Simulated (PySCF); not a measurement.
Computed structure and properties of Bi(OH)3

System: Bi(OH)3 (singlet); start: displaced along the imaginary mode (C3). Method: PySCF 2.14.0, RKS PBE0, Bi def2-SVP with ECP60, O def2-SVP, H def2-SVP; non-relativistic Hamiltonian with scalar-relativistic core potentials where named; density fitting; no spin-orbit coupling.

Input of the relaxation:

```python
mol = gto.M(atom='''
Bi     0.00000    -0.00000    -0.21071
O      1.82116    -0.01502     0.80626
H      1.73889     0.25002     1.76800
O     -0.89757     1.58468     0.80626
H     -1.08596     1.38091     1.76800
O     -0.92359    -1.56965     0.80626
H     -0.65292    -1.63093     1.76800''',
    basis={'Bi': 'def2-SVP', 'O': 'def2-SVP', 'H': 'def2-SVP'},
    ecp={'Bi': 'def2-SVP'},
    charge=0, spin=0)
mf = dft.RKS(mol, xc='PBE0')
mf.grids.atom_grid = (50, 194)
mf = mf.density_fit()  # fitting sets: Bi def2-universal-JKFIT, O def2-universal-JKFIT, H def2-universal-JKFIT
mf.conv_tol = 1e-08; mf.max_cycle = 55
mf.kernel(dm0)  # dm0: converged density of the start geometry
# quasi-Newton relaxation in Cartesian coordinates to a largest gradient under 0.00045 Eh/bohr, steps kept in the point group
```

Run from Python with OMP_NUM_THREADS=2; the lines above give its settings. Where DIIS fails, smearing, a level shift and second-order steps follow.
It took 29 s on 2 threads of Arm Neoverse V2, with other jobs on the host, from the converged density of the start.

Course of the relaxation:

| step | energy above end (eV) | largest force component within the symmetry (eV/Å) |
| --- | --- | --- |
| 0 | 0.1706 | 1.622 |
| 1 | 0.0692 | 0.251 |
| 2 | 0.0641 | 0.868 |
| 3 | 0.0490 | 0.060 |
| 4 | 0.0379 | 0.158 |
| 5 | 0.0264 | 0.468 |
| 6 | 0.0187 | 0.347 |
| 7 | 0.0068 | 0.166 |
| 8 | 0.0031 | 0.035 |
| 9 | 0.0021 | 0.104 |
| 10 | 0.0007 | 0.023 |
| 11 | 0.0001 | 0.010 |
| 12 | 0.0000 | 0.011 |
| 13 | 0.0000 | 0.004 |

Relaxed geometry (C3):

```xyz
7

Bi    0.0000    0.0000   -0.1761
O     1.7575   -0.2084    0.9299
H     1.7459    0.4568    1.6328
O    -0.6983    1.6262    0.9299
H    -1.2685    1.2836    1.6328
O    -1.0592   -1.4179    0.9299
H    -0.4774   -1.7404    1.6328
```

```tsv
contact	Å
Bi1–O2 (OH)	2.087
Bi1–O4 (OH)	2.087
Bi1–O6 (OH)	2.087
```

On the finer grid (75, 302):

```
HOMO                                                          : -7.79 eV
LUMO                                                          : -0.66 eV
Dipole about the centre of mass                               : 0.88 D
Set of Mulliken populations of Bi1 outside the core potential : s 3.86, p 7.82, d 10.23
D3(BJ) dispersion energy (not in the energies)                : -0.114 eV
```

```
atom  Mulliken (e)  Löwdin (e)  spin (e)
 Bi1          1.09        0.95      0.00
  O2         -0.55       -0.38      0.00
  H3          0.19        0.06      0.00
  O4         -0.55       -0.38      0.00
  H5          0.19        0.06      0.00
  O6         -0.55       -0.38      0.00
  H7          0.19        0.06      0.00
```

On the grid (50, 194), as all that follows. Harmonic modes: a minimum; lowest 122 cm⁻¹ (negative: unstable), highest 3845 cm⁻¹, zero-point energy 1.057 eV.

Taking off one OH (charge -1, singlet; the rest: singlet) in vacuum, both parts rigid, costs 11.30 eV; the small basis without counterpoise inflates it. Most of it is the attraction of opposite charges; other ways to part are cheaper, and one spin state was tried for the rest.

Rigid scan of OH along the line from its metal:

```json
{"distance to O2 (Å)": "1.79", "energy (eV)": "1.400"}
{"distance to O2 (Å)": "1.89", "energy (eV)": "0.525"}
{"distance to O2 (Å)": "1.99", "energy (eV)": "0.112"}
{"distance to O2 (Å)": "2.09", "energy (eV)": "0.000"}
{"distance to O2 (Å)": "2.19", "energy (eV)": "0.081"}
{"distance to O2 (Å)": "2.29", "energy (eV)": "0.283"}
{"distance to O2 (Å)": "2.49", "energy (eV)": "0.860"}
{"distance to O2 (Å)": "2.79", "energy (eV)": "1.809"}
{"distance to O2 (Å)": "3.19", "energy (eV)": "2.882"}
{"distance to O2 (Å)": "3.69", "energy (eV)": "3.832"}
```

One start shape was tried, so this needn't be the lowest isomer.
